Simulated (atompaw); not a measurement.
**An all-electron radial function and its pseudo partner (Si)**

Columns: radius, all-electron u(r) and pseudo u(r) of the 3s shell (level -10.81 eV) of silicon in the configuration [Ne] 3s2 3p2; PBE, scalar-relativistic, PAW (atompaw) scheme, atompaw 4.2.0.5.

```json
{"r (bohr)": "0.083", "all-electron": "0.1544", "pseudo": "0.0544"}
{"r (bohr)": "0.165", "all-electron": "-0.0429", "pseudo": "0.1079"}
{"r (bohr)": "0.248", "all-electron": "-0.2292", "pseudo": "0.1615"}
{"r (bohr)": "0.331", "all-electron": "-0.3243", "pseudo": "0.2143"}
{"r (bohr)": "0.413", "all-electron": "-0.3335", "pseudo": "0.2655"}
{"r (bohr)": "0.496", "all-electron": "-0.2812", "pseudo": "0.3159"}
{"r (bohr)": "0.579", "all-electron": "-0.1908", "pseudo": "0.3648"}
{"r (bohr)": "0.662", "all-electron": "-0.0806", "pseudo": "0.4118"}
{"r (bohr)": "0.744", "all-electron": "0.0348", "pseudo": "0.4561"}
{"r (bohr)": "0.827", "all-electron": "0.1496", "pseudo": "0.4985"}
{"r (bohr)": "0.910", "all-electron": "0.2573", "pseudo": "0.5383"}
{"r (bohr)": "0.992", "all-electron": "0.3535", "pseudo": "0.5748"}
{"r (bohr)": "1.075", "all-electron": "0.4391", "pseudo": "0.6085"}
{"r (bohr)": "1.158", "all-electron": "0.5124", "pseudo": "0.6388"}
{"r (bohr)": "1.240", "all-electron": "0.5733", "pseudo": "0.6653"}
{"r (bohr)": "1.323", "all-electron": "0.6239", "pseudo": "0.6882"}
{"r (bohr)": "1.406", "all-electron": "0.6641", "pseudo": "0.7072"}
{"r (bohr)": "1.488", "all-electron": "0.6944", "pseudo": "0.7219"}
{"r (bohr)": "1.571", "all-electron": "0.7163", "pseudo": "0.7326"}
{"r (bohr)": "1.654", "all-electron": "0.7303", "pseudo": "0.7392"}
{"r (bohr)": "1.737", "all-electron": "0.7372", "pseudo": "0.7415"}
{"r (bohr)": "1.819", "all-electron": "0.7379", "pseudo": "0.7397"}
{"r (bohr)": "1.902", "all-electron": "0.7334", "pseudo": "0.7340"}
{"r (bohr)": "1.985", "all-electron": "0.7244", "pseudo": "0.7245"}
{"r (bohr)": "2.067", "all-electron": "0.7118", "pseudo": "0.7118"}
{"r (bohr)": "2.150", "all-electron": "0.6960", "pseudo": "0.6960"}
```

(1) How many radial nodes do the two functions have?

(2) Where does each function peak?

(3) Is the pseudo-wave norm-conserving?

## Answers

(1) The all-electron 3s function has n − l − 1 = 2; the pseudo-wave has 0, since the states of the same l below it are removed with the core.

(2) Outermost all-electron maximum near 1.82 bohr, pseudo maximum near 1.74 bohr (to the table’s step).

(3) No, it belongs to a PAW set: the norm inside the radius is not constrained, and the difference is carried by the augmentation charge.
